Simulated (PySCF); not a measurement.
**Ni⁻ (nickel, charge -1) across methods**

[Ar] 3d9 4s2, 2D determinant. All numbers are calculated (PySCF 2.14, the spin-free X2C one-electron Hamiltonian (Gaussian nucleus), in aug-cc-pwCVTZ-DK (10s9p7d4f3g, 127 functions)).

| method | E (hartree) | mean ε 4s β (eV) | mean ε 3d α (eV) | mean ε 3d β (eV) | Σ⟨r²⟩ (bohr²) | ⟨S²⟩ |
| --- | --- | --- | --- | --- | --- | --- |
| r2SCAN | -1520.583 | 0.856 | 0.876 | 1.882 | 59.39 | 0.760 |
| PW91 | -1520.789 | 0.976 | 0.964 | 1.855 | 60.28 | 0.756 |
| UHF | -1519.03470 | -0.304 | -7.629 | -6.015 | 74.45 | 0.782 |
| TPSS | -1520.650 | 1.036 | 1.057 | 1.935 | 60.26 | 0.758 |
| PBE0 | -1520.370 | 0.513 | -1.019 | 0.059 | 61.57 | 0.756 |
| PBE | -1520.401 | 0.990 | 0.979 | 1.884 | 60.74 | 0.756 |
| BLYP | -1520.750 | 1.067 | 1.109 | 1.971 | 60.96 | 0.755 |

Problem. Estimate the same row for LDA.

Solution. E (hartree) = -1517.888; mean ε 4s β (eV) = 0.876; mean ε 3d α (eV) = 0.839; mean ε 3d β (eV) = 1.784; Σ⟨r²⟩ (bohr²) = 59.13; ⟨S²⟩ = 0.755.

The highest occupied level is positive at r2SCAN, PW91, LDA, TPSS, PBE0, PBE, BLYP: only the finite basis holds that electron, which in a density functional comes from self-interaction.
